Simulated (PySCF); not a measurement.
Below is a simulated gas-phase Si 2p photoelectron spectrum of `[NH3]->[Cu][SiH3]` (Cu(NH3)(SiH3)).

Every computed line was given a Gaussian of 0.5 eV full width at half maximum and an area set by the number of equivalent atoms (split 2:1 within a doublet); the highest printed point is 100. Theory: delta-SCF UKS SCAN, pcX-2 on the ionised atom (unc-x2c-TZVPall on a metal), pcseg-1 elsewhere, spin-free X2C (PySCF).

```json
{"binding energy (eV)": "104.0", "intensity": "1"}
{"binding energy (eV)": "104.1", "intensity": "3"}
{"binding energy (eV)": "104.2", "intensity": "9"}
{"binding energy (eV)": "104.3", "intensity": "22"}
{"binding energy (eV)": "104.4", "intensity": "45"}
{"binding energy (eV)": "104.5", "intensity": "74"}
{"binding energy (eV)": "104.6", "intensity": "96"}
{"binding energy (eV)": "104.7", "intensity": "100"}
{"binding energy (eV)": "104.8", "intensity": "86"}
{"binding energy (eV)": "104.9", "intensity": "64"}
{"binding energy (eV)": "105.0", "intensity": "49"}
{"binding energy (eV)": "105.1", "intensity": "46"}
{"binding energy (eV)": "105.2", "intensity": "50"}
{"binding energy (eV)": "105.3", "intensity": "51"}
{"binding energy (eV)": "105.4", "intensity": "44"}
{"binding energy (eV)": "105.5", "intensity": "31"}
{"binding energy (eV)": "105.6", "intensity": "17"}
{"binding energy (eV)": "105.7", "intensity": "8"}
{"binding energy (eV)": "105.8", "intensity": "3"}
{"binding energy (eV)": "105.9", "intensity": "1"}
{"binding energy (eV)": "106.0", "intensity": "0"}
```

Question: How many maxima does the curve show, and how many computed lines lie under it?

Answer: The curve has 2 maxima (at 104.7 and 105.3 eV). Under it lie 2 lines from 1 inequivalent silicon site, drawn as a 2p3/2, 2p1/2 pair.

Question: Decompose the envelope and assign each component. Bonds: Cu1–N2, Cu1–Si6. Hydrogens: H3, H4, H5 on N2; H7, H8, H9 on Si6.

Answer: 
```tsv
position (eV)	relative area	line	atoms	environment
104.67	0.67	Si 2p3/2	Si6	silicon bonded to Cu and 3 H
105.29	0.33	Si 2p1/2	Si6	silicon bonded to Cu and 3 H
```

Question: What are the centre and the root-mean-square width of the whole band?

Answer: The area-weighted mean of the lines is 104.88 eV. Their own spread about it is 0.29 eV (rms) and each Gaussian has σ = 0.5/2.355 = 0.21 eV; the variances add, which gives 0.36 eV.

The curve has no shake-up lines and no vibrational structure. The 2p values aren't plain energy differences: one relaxed spin-free 2p hole is combined with a matrix within the shell (ground-state 2p orbital-energy differences and spin–orbit coupling). 2p3/2, the mean of its two sublevels, lies a third of the splitting below the shell's mean and 2p1/2 two thirds above it; the statistical areas are 2:1. 2p1/2 minus 2p3/2 (ligand field included): Si 0.62 eV. Isolated species at its PBE0-D3(BJ)/def2-SVP geometry, gas phase. Metal 2p energies of this one-determinant scheme are less reliable than its 1s energies.
